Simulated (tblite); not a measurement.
A geometry optimisation, step by step.

Compound: C9H13B.
Atom-mapped SMILES: `[BH2:1][CH2:2]/[C:3]([CH3:4])=[CH:5]\[C:6]#[C:7][C:8](=[CH2:9])[CH3:10]` (hydrogens: H11, H12 on B1; H13, H14 on C2; H15, H16, H17 on C4; H18 on C5; H19, H20 on C9; H21, H22, H23 on C10)

Computed with GFN2-xTB (tblite), gas phase: L-BFGS steps from a force-field or distance-geometry start until the largest atomic force falls under 0.01 eV/Å. 7 of its 239 geometries are shown.

Step 0: E = -734.5734 eV, largest atomic force 2.529 eV/Å
```
atom  x, y, z in Å  |  force x, y, z in eV/Å
B1     -1.186    1.274   -0.451    0.267   1.848   0.046
C2     -2.286    0.190   -0.405   -1.424   0.651  -0.105
C3     -1.900   -1.185   -0.082   -1.978  -0.991  -0.183
C4     -3.013   -2.204   -0.053    0.215  -0.478   1.718
C5     -0.701   -1.643    0.177    2.423   0.716   0.109
C6      0.409   -0.741    0.152   -0.428  -0.417   0.061
C7      1.363    0.004    0.141    1.310   0.834   0.238
C8      2.531    0.882    0.133   -1.041  -0.561  -0.227
C9      2.682    1.705   -0.893    0.155   0.630  -0.602
C10     3.520    0.838    1.248    0.241  -1.037   0.714
H11    -1.113    2.011    0.494    0.416  -0.548  -0.298
H12    -0.961    1.802   -1.498    0.362  -0.465   0.343
H13    -2.850    0.206   -1.367    0.314  -0.340   0.407
H14    -3.058    0.527    0.346    0.548  -0.442  -0.407
H15    -2.819   -2.947   -0.816   -0.363  -0.092  -0.154
H16    -2.930   -2.738    0.962   -0.423   0.569  -1.366
H17    -4.002   -1.747   -0.131    0.239  -0.266  -0.125
H18    -0.490   -2.685    0.395   -0.029   0.218   0.004
H19     3.522    2.397   -0.970   -0.307  -0.304   0.091
H20     1.963    1.740   -1.694    0.044   0.015  -0.010
H21     4.275    0.030    1.048   -0.575   0.635   0.162
H22     2.959    0.525    2.159    0.668   0.464  -0.339
H23     4.081    1.786    1.387   -0.633  -0.638  -0.079
```

Step 40: E = -735.2103 eV, largest atomic force 0.061 eV/Å
```
atom  x, y, z in Å  |  force x, y, z in eV/Å
B1     -0.989    1.127   -0.364   -0.001  -0.001  -0.006
C2     -2.305    0.184   -0.397    0.036   0.024  -0.003
C3     -1.980   -1.233   -0.058    0.022   0.026   0.027
C4     -3.060   -2.269   -0.017    0.035   0.005   0.002
C5     -0.698   -1.511    0.205    0.015   0.001   0.008
C6      0.249   -0.470    0.119    0.012  -0.060   0.003
C7      1.304    0.151    0.106   -0.011  -0.021  -0.042
C8      2.455    0.965    0.069   -0.026  -0.022   0.007
C9      2.678    1.813   -0.935   -0.008  -0.005   0.033
C10     3.417    0.781    1.212    0.002  -0.003  -0.002
H11    -0.844    1.835    0.567   -0.027  -0.032  -0.031
H12    -0.583    1.514   -1.399   -0.018  -0.020   0.037
H13    -2.786    0.198   -1.381   -0.021   0.007   0.029
H14    -3.061    0.532    0.316    0.002   0.023  -0.045
H15    -2.924   -2.981   -0.832   -0.040   0.008  -0.016
H16    -3.014   -2.830    0.916   -0.028  -0.005   0.002
H17    -4.045   -1.818   -0.110    0.042  -0.004   0.000
H18    -0.345   -2.498    0.476    0.034   0.040   0.010
H19     3.559    2.432   -0.949   -0.022   0.023  -0.033
H20     1.980    1.918   -1.748    0.022   0.020   0.016
H21     4.070   -0.070    1.018   -0.021  -0.035  -0.005
H22     2.881    0.591    2.139   -0.005   0.018   0.006
H23     4.038    1.666    1.329    0.005   0.013   0.002
```

Step 79: E = -735.2399 eV, largest atomic force 0.071 eV/Å
```
atom  x, y, z in Å  |  force x, y, z in eV/Å
B1     -0.922    1.084   -0.424    0.004  -0.010   0.000
C2     -2.232    0.143   -0.502   -0.022  -0.050   0.018
C3     -1.952   -1.250   -0.039   -0.004  -0.029   0.029
C4     -3.068   -2.243    0.047    0.012  -0.010  -0.014
C5     -0.682   -1.561    0.250   -0.006   0.008  -0.003
C6      0.298   -0.561    0.116   -0.024   0.022   0.017
C7      1.301    0.134    0.057   -0.009  -0.011   0.004
C8      2.422    0.990    0.061    0.007  -0.016  -0.026
C9      2.585    1.954   -0.845    0.001   0.023   0.019
C10     3.403    0.735    1.172    0.011   0.002   0.007
H11    -0.810    1.762    0.528   -0.012   0.040   0.014
H12    -0.490    1.493   -1.435   -0.014   0.015  -0.041
H13    -2.650    0.082   -1.512    0.042   0.010  -0.013
H14    -3.032    0.557    0.119   -0.008  -0.011   0.010
H15    -3.125   -2.804   -0.888   -0.045   0.006   0.019
H16    -2.898   -2.956    0.854   -0.016   0.024  -0.046
H17    -4.026   -1.748    0.202    0.069  -0.015   0.005
H18    -0.366   -2.539    0.588    0.004   0.035   0.004
H19     3.439    2.608   -0.808    0.031   0.010  -0.011
H20     1.867    2.136   -1.624   -0.006  -0.036   0.022
H21     3.747   -0.299    1.154   -0.022   0.012  -0.010
H22     2.925    0.912    2.135    0.004  -0.017  -0.004
H23     4.261    1.396    1.078    0.005  -0.002  -0.001
```

Step 119: E = -735.2689 eV, largest atomic force 0.040 eV/Å
```
atom  x, y, z in Å  |  force x, y, z in eV/Å
B1     -0.984    1.081   -0.517   -0.008   0.000   0.000
C2     -2.240    0.073   -0.647   -0.001  -0.010  -0.003
C3     -1.954   -1.258   -0.031    0.027  -0.014  -0.022
C4     -3.048   -2.266    0.075    0.014   0.019   0.001
C5     -0.698   -1.479    0.378   -0.008   0.016   0.003
C6      0.250   -0.453    0.216   -0.009   0.000   0.000
C7      1.263    0.229    0.151    0.006   0.000   0.001
C8      2.421    1.031    0.115   -0.018  -0.003   0.005
C9      2.576    2.044   -0.737   -0.004   0.002  -0.005
C10     3.466    0.654    1.131   -0.010  -0.018  -0.017
H11    -0.983    1.821    0.397    0.007   0.002   0.011
H12    -0.497    1.458   -1.518    0.000   0.003  -0.006
H13    -2.524   -0.093   -1.692    0.006  -0.009   0.000
H14    -3.128    0.494   -0.166    0.010   0.015  -0.004
H15    -3.486   -2.451   -0.905   -0.003   0.000  -0.024
H16    -2.684   -3.208    0.480   -0.004  -0.004   0.018
H17    -3.843   -1.889    0.719   -0.009  -0.003   0.022
H18    -0.365   -2.404    0.830    0.001   0.006   0.002
H19     3.478    2.633   -0.738   -0.015   0.005  -0.003
H20     1.808    2.319   -1.437    0.001  -0.013   0.003
H21     3.581   -0.427    1.190   -0.009  -0.002  -0.009
H22     3.164    1.014    2.115   -0.006  -0.016   0.026
H23     4.421    1.101    0.875    0.031   0.025   0.000
```

Step 159: E = -735.2774 eV, largest atomic force 0.036 eV/Å
```
atom  x, y, z in Å  |  force x, y, z in eV/Å
B1     -0.963    1.068   -0.527    0.006   0.015   0.008
C2     -2.194    0.042   -0.718   -0.007   0.001  -0.004
C3     -1.953   -1.258   -0.020   -0.002  -0.001  -0.010
C4     -3.076   -2.231    0.118    0.000  -0.007   0.002
C5     -0.709   -1.476    0.424    0.006  -0.002   0.013
C6      0.253   -0.469    0.234    0.001   0.013   0.008
C7      1.262    0.218    0.154    0.001  -0.009   0.003
C8      2.412    1.032    0.119   -0.003  -0.006  -0.006
C9      2.538    2.068   -0.711    0.001   0.013  -0.009
C10     3.484    0.635    1.098   -0.004   0.015  -0.008
H11    -0.995    1.774    0.414   -0.015  -0.003  -0.018
H12    -0.470    1.490   -1.507    0.013  -0.006   0.020
H13    -2.386   -0.179   -1.773    0.001  -0.003  -0.015
H14    -3.119    0.484   -0.336   -0.018  -0.001   0.005
H15    -3.549   -2.397   -0.850    0.015  -0.006   0.017
H16    -2.736   -3.186    0.515    0.012   0.027  -0.007
H17    -3.839   -1.829    0.786    0.012   0.009  -0.002
H18    -0.395   -2.380    0.929   -0.004  -0.013  -0.002
H19     3.431    2.670   -0.716   -0.015   0.003   0.005
H20     1.753    2.346   -1.390    0.011  -0.008   0.003
H21     3.780   -0.402    0.944   -0.009   0.005   0.002
H22     3.108    0.729    2.117    0.017  -0.014  -0.016
H23     4.356    1.275    0.980   -0.020  -0.026   0.014
```

Step 198: E = -735.2824 eV, largest atomic force 0.017 eV/Å
```
atom  x, y, z in Å  |  force x, y, z in eV/Å
B1     -0.994    1.071   -0.551    0.001   0.004  -0.001
C2     -2.164   -0.007   -0.818    0.012   0.002  -0.003
C3     -1.952   -1.249   -0.013    0.008   0.001   0.003
C4     -3.075   -2.210    0.178    0.005   0.008   0.003
C5     -0.721   -1.433    0.481    0.004   0.002   0.010
C6      0.240   -0.431    0.260   -0.009  -0.007  -0.007
C7      1.242    0.261    0.154    0.007  -0.004  -0.001
C8      2.404    1.056    0.122   -0.005   0.010   0.005
C9      2.525    2.148   -0.632    0.002  -0.003   0.008
C10     3.499    0.556    1.026    0.005   0.000  -0.008
H11    -1.103    1.743    0.408   -0.002   0.005  -0.010
H12    -0.475    1.542   -1.494    0.008  -0.002   0.015
H13    -2.221   -0.303   -1.871   -0.004  -0.004  -0.001
H14    -3.141    0.422   -0.577    0.000  -0.002   0.005
H15    -3.524   -2.464   -0.781   -0.002  -0.007  -0.005
H16    -2.738   -3.122    0.667   -0.008  -0.007  -0.005
H17    -3.850   -1.752    0.793   -0.013  -0.003  -0.003
H18    -0.418   -2.302    1.049   -0.008   0.005   0.001
H19     3.430    2.731   -0.621    0.000   0.010  -0.008
H20     1.726    2.491   -1.264   -0.003  -0.005   0.005
H21     3.819   -0.438    0.718    0.003  -0.008  -0.004
H22     3.137    0.487    2.051   -0.003   0.001   0.012
H23     4.353    1.228    0.997    0.004   0.005  -0.012
```

Step 238: E = -735.2878 eV, largest atomic force 0.009 eV/Å
```
atom  x, y, z in Å  |  force x, y, z in eV/Å
B1     -0.980    1.056   -0.581    0.004   0.003  -0.001
C2     -2.097   -0.064   -0.895   -0.002   0.001  -0.001
C3     -1.955   -1.238    0.020   -0.005   0.005   0.002
C4     -3.085   -2.199    0.169   -0.001  -0.002   0.002
C5     -0.772   -1.370    0.632   -0.003   0.002  -0.001
C6      0.204   -0.386    0.396   -0.005  -0.003  -0.006
C7      1.204    0.306    0.267    0.000   0.003   0.003
C8      2.377    1.082    0.175    0.000  -0.003  -0.006
C9      2.435    2.244   -0.474    0.001   0.000   0.003
C10     3.561    0.475    0.878   -0.002   0.001   0.002
H11    -1.185    1.760    0.338    0.003   0.004  -0.007
H12    -0.402    1.508   -1.498    0.001  -0.003  -0.006
H13    -2.035   -0.435   -1.924    0.000  -0.001   0.007
H14    -3.099    0.362   -0.793    0.004  -0.007   0.003
H15    -3.390   -2.575   -0.808    0.000   0.001   0.005
H16    -2.813   -3.041    0.802    0.002  -0.001   0.000
H17    -3.947   -1.695    0.607    0.003  -0.001  -0.001
H18    -0.515   -2.189    1.291   -0.002  -0.002  -0.005
H19     3.352    2.806   -0.527   -0.001   0.002   0.005
H20     1.573    2.663   -0.961    0.001   0.002   0.003
H21     3.768   -0.520    0.485   -0.004   0.004   0.000
H22     3.356    0.377    1.944    0.000  -0.004  -0.003
H23     4.440    1.100    0.743    0.005   0.001   0.002
```

Question: Summarise the path.

Answer: The energy falls by 0.7145 eV from step 0 to step 238; nine tenths of that is first reached at step 49. It falls at every step. The largest force goes from 2.529 to 0.009 eV/Å. Among the bonds B1–C2 changes most, from 1.546 to 1.612 Å; the atoms move by 0.706 Å rms after alignment.

What follows is the cost of the whole relaxation. The run took 3.5 s wall on one thread, Arm Neoverse N1 (aarch64), shared host.
